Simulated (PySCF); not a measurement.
A PySCF script (with the pyscf-properties extension) for the NMR shieldings of `C#[C][AlH][O]CCCC`, C6H11AlO, on a GFN2-xTB geometry:

```python
import basis_set_exchange as bse
import numpy as np
from pyscf import gto, dft
from pyscf.prop import nmr

atoms = """
C     5.019491    0.666574   -1.366257
C     3.973340    0.639538   -0.757303
Al    2.280078    0.615183    0.203707
O     1.190017   -0.606285    0.055965
C     0.143850   -1.520197   -0.089700
C    -1.154701   -0.817204   -0.486233
C    -1.654119    0.123332    0.607249
C    -2.877746    0.912878    0.160991
H     5.933910    0.692981   -1.892922
H     1.894903    1.737368    1.162713
H     0.416756   -2.251390   -0.860331
H     0.003501   -2.051727    0.859524
H    -0.968986   -0.246490   -1.399903
H    -1.908839   -1.576427   -0.703173
H    -0.848560    0.816844    0.869066
H    -1.898695   -0.458652    1.498908
H    -3.697164    0.241414   -0.088323
H    -3.210365    1.580822    0.951904
H    -2.646476    1.510689   -0.718181
"""
names = dict.fromkeys(["C", "Al", "O", "H"], "pcSseg-1")
basis = {el: gto.basis.parse(bse.get_basis(n, elements=[el], fmt="nwchem")) for el, n in names.items()}
mol = gto.M(atom=atoms, basis=basis, charge=0, verbose=0)
mf = dft.RKS(mol, xc="PBE0")
mf.grids.level = 2
mf.grids.alignment = dft.numint.BLKSIZE   # the property module wants whole blocks of grid points
mf.conv_tol = 1e-9
mf.kernel()

calc = nmr.RKS(mf)   # GIAO
C = mf.mo_coeff
Co = C[:, mf.mo_occ > 0]
resp = mf.gen_response(singlet=True, hermi=2)
def vind(x):   # induced exchange potential for any number of trial vectors
    d = np.einsum("pi,xij,qj->xpq", C, 2 * x.reshape(-1, C.shape[1], Co.shape[1]), Co, optimize=True)
    return np.einsum("xpq,pi,qj->xij", resp(d - d.transpose(0, 2, 1)), C, Co, optimize=True).ravel()
mo1, _ = nmr.rhf.solve_mo1(calc, with_cphf=vind)
sigma = calc.kernel(mo1)
for i, s in enumerate(sigma):   # ppm
    w = np.linalg.eigvalsh((s + s.T) / 2)
    print("%2d %-2s iso %8.1f  s11 %8.1f  s22 %8.1f  s33 %8.1f" % (i, mol.atom_pure_symbol(i), w.mean(), *w))
```

**Question.** Give the expected output.

**Answer.** 
```
 0 C  iso     86.1  s11     -9.4  s22     -0.0  s33    267.8
 1 C  iso     90.5  s11     -9.2  s22     -4.1  s33    284.7
 2 Al iso    442.7  s11    411.3  s22    424.1  s33    492.8
 3 O  iso    250.4  s11    186.2  s22    223.3  s33    341.5
 4 C  iso    116.2  s11     87.9  s22    108.0  s33    152.7
 5 C  iso    144.2  s11    132.7  s22    137.6  s33    162.4
 6 C  iso    161.9  s11    147.3  s22    168.6  s33    169.9
 7 C  iso    169.7  s11    158.6  s22    163.4  s33    187.3
 8 H  iso     30.2  s11     24.8  s22     24.8  s33     41.0
 9 H  iso     27.7  s11     23.1  s22     26.9  s33     33.0
10 H  iso     27.0  s11     21.4  s22     27.6  s33     32.1
11 H  iso     27.5  s11     22.8  s22     27.3  s33     32.5
12 H  iso     30.4  s11     26.8  s22     30.2  s33     34.2
13 H  iso     30.3  s11     26.2  s22     29.4  s33     35.4
14 H  iso     29.8  s11     24.2  s22     30.3  s33     34.9
15 H  iso     30.6  s11     25.8  s22     29.8  s33     36.1
16 H  iso     30.7  s11     26.6  s22     28.6  s33     36.9
17 H  iso     30.3  s11     25.7  s22     27.6  s33     37.7
18 H  iso     30.9  s11     26.6  s22     29.3  s33     36.6
```

These numbers come from an equivalent density-fitted implementation of the same equations, which agrees with the script to about 0.01 ppm for H and up to a few tenths of a ppm for heavy atoms, so last digits may differ.

Size and cost of the density-fitted run: 198 basis functions, 16 s wall time on 1 thread of an AMD EPYC 9R45 96-Core, shared host; peak memory 0.81 GiB.
